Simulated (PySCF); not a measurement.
Below is a simulated gas-phase Cl 2p photoelectron spectrum of (Cl2B-mu-AsH2)2 (As2B2Cl4H4).

Every computed line was given a Gaussian of 0.8 eV full width at half maximum and an area set by the number of equivalent atoms (split 2:1 within a doublet); the highest printed point is 100. Computed with delta-SCF UKS SCAN, pcX-2 on the ionised atom, pcseg-1 elsewhere, spin-free X2C in PySCF.

binding energy (eV), intensity and a bar:
```
    204.6          0 
    204.7          1 
    204.8          2 #
    204.9          4 #
    205.0          8 ##
    205.1         15 #####
    205.2         26 ########
    205.3         40 ############
    205.4         58 #################
    205.5         75 #######################
    205.6         90 ###########################
    205.7         99 ##############################
    205.8        100 ##############################
    205.9         92 ############################
    206.0         78 ########################
    206.1         61 ##################
    206.2         44 #############
    206.3         29 #########
    206.4         18 #####
    206.5         11 ###
    206.6          8 ##
    206.7          8 ##
    206.8         11 ###
    206.9         16 #####
    207.0         24 #######
    207.1         33 ##########
    207.2         41 ############
    207.3         48 ##############
    207.4         50 ###############
    207.5         49 ###############
    207.6         43 #############
    207.7         35 ###########
    207.8         26 ########
    207.9         18 #####
    208.0         11 ###
    208.1          7 ##
    208.2          3 #
    208.3          2 
    208.4          1 
    208.5          0 
    208.6          0
```

Task: How many maxima does the curve show, and how many computed lines lie under it?

Result: The curve has 2 maxima (at 205.8 and 207.4 eV). Under it lie 2 lines from 1 inequivalent chlorine site, drawn as a 2p3/2, 2p1/2 pair.

Task: Decompose the envelope and assign each component. Bonds: B1–Cl2, B1–Cl3, B1–As4, B1–As8, As4–B5, B5–Cl6, B5–Cl7, B5–As8. Hydrogens: H9, H10 on As4; H11, H12 on As8.

Result: 
```tsv
position (eV)	relative area	line	atoms	environment
205.76	2.67	Cl 2p3/2	Cl2/Cl3/Cl6/Cl7	chlorine bonded to B
207.41	1.33	Cl 2p1/2	Cl2/Cl3/Cl6/Cl7	chlorine bonded to B
```

Shake-up satellites, vibrational structure and lifetime widths aren't simulated. One atom of each set of topologically equivalent atoms was ionised and stands for the set; in this conformer not all members are related by symmetry, and their own values weren't computed. 2p3/2 and 2p1/2 are the ΔSCF energy of one spin-free 2p hole plus the eigenvalues of a spin–orbit and ligand-field matrix of the shell. 2p1/2 minus 2p3/2 (ligand field included): Cl 1.65 eV. The structure is a single PBE0-D3(BJ)/def2-SVP conformer in the gas phase; no vibrational or solvent corrections.
